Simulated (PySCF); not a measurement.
disiloxane (H6OSi2), SMILES [SiH3]O[SiH3].

The structure is a stationary point at B3LYP-D3(BJ)/def2-SVP.

The numbers are results of M06-2X/def2-TZVPD (PySCF), not measurements.

Symmetry labels are those of the subgroup Cs that the program uses (full group Cs).

Computed valence orbital energies around the gap with their symmetry:
```csv
orbital,symmetry,energy (eV)
HOMO−7,A',-15.69
HOMO−6,A",-13.56
HOMO−5,A',-13.13
HOMO−4,A',-13.12
HOMO−3,A",-11.05
HOMO−2,A",-11.03
HOMO−1,A',-10.13
HOMO,A',-10.04
LUMO,A',0.19
LUMO+1,A',0.43
LUMO+2,A",0.62
LUMO+3,A',1.13
```
